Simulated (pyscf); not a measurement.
# `[Cl][GeH2][GeH]([Cl])[Cl]`, singlet

Gas-phase minimum from PySCF at ωB97X-D3(BJ)/def2-SVP, one conformer. 

SMILES: [Cl][GeH2][GeH]([Cl])[Cl]
```xyz
8

Cl     0.8255    -1.7896    -1.9362
Ge     0.9174     0.0452    -0.7952
Ge    -1.3159     0.9075    -0.8498
Cl    -1.2587     2.8414     0.1016
Cl    -2.5266    -0.3806     0.3724
H      1.3294    -0.2983     0.6363
H      1.9207     0.9740    -1.4834
H     -2.0052     1.0627    -2.2047
```
Charge 0, spin multiplicity 1.

Bonded distances (Å): Cl1–Ge2 2.163, Ge2–Ge3 2.395, Ge2–H6 1.529, Ge2–H7 1.531, Ge3–Cl4 2.156, Ge3–Cl5 2.149, Ge3–H8 1.528. Angles (°): Cl1–Ge2–Ge3 104.7, Cl1–Ge2–H6 108.4, Cl1–Ge2–H7 107.8, Ge3–Ge2–H6 110.7, Ge3–Ge2–H7 112.5, H6–Ge2–H7 112.4, Ge2–Ge3–Cl4 106.8, Ge2–Ge3–Cl5 107.3, Ge2–Ge3–H8 118.5, Cl4–Ge3–Cl5 107.6, Cl4–Ge3–H8 108.2, Cl5–Ge3–H8 108.1.

Properties at ωB97X-D3(BJ)/def2-SVP:

```json
{
  "harmonic_wavenumbers_unscaled": "27, 50, 101, 117, 155, 295, 428, 439, 443, 454, 642, 682, 735, 772, 877, 2213, 2225, 2228 cm⁻¹",
  "zero_point_energy": "18.4 kcal/mol",
  "rotational_symmetry_number": "1",
  "Entropy of this conformer at 298 K and 1 atm, rigid rotor and harmonic oscillator, modes under 100 cm⁻¹ raised to 100": "399.0 J/(mol K)",
  "dipole_moment": "1.73 D"
}
```

Single-point totals, which compare only within one level:

```json
[
 {"level": "ωB97X-D3(BJ)/def2-TZVP", "total energy (hartree)": "-5536.53425"},
 {"level": "PBE/def2-TZVP", "total energy (hartree)": "-5535.39348"},
 {"level": "r²SCAN/def2-TZVP", "total energy (hartree)": "-5536.48692"},
 {"level": "B3LYP-D3(BJ)/def2-TZVP", "total energy (hartree)": "-5536.74709"},
 {"level": "PBE0-D3(BJ)/def2-TZVP", "total energy (hartree)": "-5535.62650"},
 {"level": "M06-2X/def2-TZVP", "total energy (hartree)": "-5536.55445"},
 {"level": "ωB97M-D3(BJ)/def2-TZVP", "total energy (hartree)": "-5536.78419"}
]
```

The lowest mode is so soft that the shape along it may change with the basis. Soft torsions are taken as harmonic, which can shift the entropy by several J/(mol K). Elements up to Kr have no core potential and no relativistic terms here.
